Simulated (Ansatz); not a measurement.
Ideal-gas functions of Cl2F2Ga2H2 (`[F][Ga@H-]1[Cl+][Ga@@H-]([F])[Cl+]1`) at 800 K and 1 bar, from an Ansatz frequency run at PBE0-D4/def2-TZVP.

Molar mass 250.36 g/mol, point group C2v (symmetry number 2), electronic degeneracy 1, moments of inertia 285.173, 671.947, 776.657 u Å². Harmonic wavenumbers (cm⁻¹, unscaled): 28, 119, 127, 139, 140, 192, 198, 290, 305, 317, 536, 560, 566, 571, 694, 699, 2084, 2086.

Use S(trans) = R[1.5 ln M + 2.5 ln T − 1.1517]; rotational temperatures θ = 24.2544 K / I; S(rot) = R[ln(√π/σ · √(T³/θAθBθC)) + 1.5]; for each mode x = 1.438777 ν̃/T, S = R[x/(eˣ − 1) − ln(1 − e⁻ˣ)] and H = RT x/(eˣ − 1); 1 cm⁻¹ = 0.0119627 kJ/mol; R = 8.31446 J/(mol·K).

Task: By hand: the entropy, in J/(mol·K).

Result: Translation 198.3. Rotation: θ = 0.0851, 0.0361, 0.0312 K, giving 133.3. Vibration, mode by mode: 33.16, 21.15, 20.61, 19.86, 19.80, 17.20, 16.94, 13.82, 13.41, 13.10, 8.93, 8.60, 8.52, 8.45, 6.99, 6.94, 0.95, 0.95, in all 239.4. Electronic 0.0. Sum 571.0 J/(mol·K).

Task: By hand: H − E and G − E in kJ/mol, counted from the electronic energy.

Result: Zero-point energy ½ × 9651 × 0.0119627 = 57.7; thermal vibration 79.5; translation, rotation and pV give 4 RT = 26.6. H − E = 163.8 kJ/mol, and G − E = 163.8 − 800 × 571.0/1000 = -293.0 kJ/mol.

Vibration gives 42 % of the entropy, 114.6 J/(mol·K) of it from the modes under 150 cm⁻¹: soft modes count most, and the harmonic formula is weakest for them.
